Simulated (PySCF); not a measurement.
# Mass spectrum arithmetic for `C#C[Si@@H](Cl)[Si@@H](N)[Si@H](C)[SiH3]`

Species: `C#C[Si@@H](Cl)[Si@@H](N)[Si@H](C)[SiH3]`.

Calculated for natural abundance.

Task: What are the average molar mass and the monoisotopic mass?

Result: For C3H12ClNSi4, with standard atomic weights, 3 × 12.011 + 4 × 28.085 + 1 × 35.450 + 1 × 14.007 + 12 × 1.008 = 209.926 g/mol. From the most abundant isotopes (12C, 28Si, 35Cl, 14N, 1H), 3 × 12.000000 + 4 × 27.976927 + 1 × 34.968853 + 1 × 14.003074 + 12 × 1.007825 = 208.9735 u.

Task: What cluster does the molecular ion M+• show when like nominal masses merge?

Result: 
| nominal mass | m/z (centroid) | relative intensity |
| --- | --- | --- |
| 209 | 208.9730 | 100.0 |
| 210 | 209.9731 | 24.1 |
| 211 | 210.9701 | 47.7 |
| 212 | 211.9701 | 10.4 |
| 213 | 212.9674 | 5.9 |
| 214 | 213.9673 | 1.0 |
| 215 | 214.9646 | 0.3 |

Cut off at 0.1 %. One electron mass, 0.00055 u, is taken off.

Task: What resolving power m/Δm just matches the spacing of the species with one 30Si and with one 37Cl?

Result: They lie 0.00021 u apart at mass 210.97, so m/Δm is about 1e+06.

Task: Count the protons, neutrons and electrons of the monoisotopic species, and give its exact less its nominal mass.

Result: 110 protons, 99 neutrons and 110 electrons; 208.9735 − 209 = -0.0265 u.

Task: What share of all molecules is the monoisotopic species?

Result: 0.9893^3 × 0.922297^4 × 0.7578 × 0.99632 × 0.999885^12 = 52.82 %.

Task: Find the degree of unsaturation and check the nitrogen rule.

Result: (2 × 7 + 2 + 1 − 13)/2 = 2; the structure has 0 rings and 2 π bonds. The nominal mass 209 is odd, with 1 nitrogen, as the rule says.
